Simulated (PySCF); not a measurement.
# ZnC: from constants to spectrum

PW91 constants of ZnC, ³Σ⁻ (triplet), unpaired electrons π ↑↑ (PySCF, spin-free X2C with a Gaussian nucleus, basis sets Zn x2c-TZVPPall, C x2c-TZVPPall; masses 63.9291 and 12.0000 u):

| Property | Result |
| --- | --- |
| ωe | 496.6 cm⁻¹ |
| ωexe | 5.02 cm⁻¹ |
| Be | 0.4408 cm⁻¹ |
| αe | 0.00560 cm⁻¹ |
| De to Zn + C | 1.50 eV |

What force constant and bond length do these constants imply?

Reduced mass μred = 10.103 u; k = 5.8918×10⁻⁷·μred·ωe² (u, cm⁻¹, mdyn/Å) = 1.47 mdyn/Å; Re = √(16.8576/(μred·Be)) (u, cm⁻¹, Å) = 1.946 Å.

Estimate the centrifugal constant D from the Kratzer relation and find the Dunham coefficient a1.

D = 4Be³/ωe² = 1.39e-06 cm⁻¹; a1 = −1 − αeωe/(6Be²) = -3.39.

The state was picked by a PBE0 search and need not be the measured ground state.
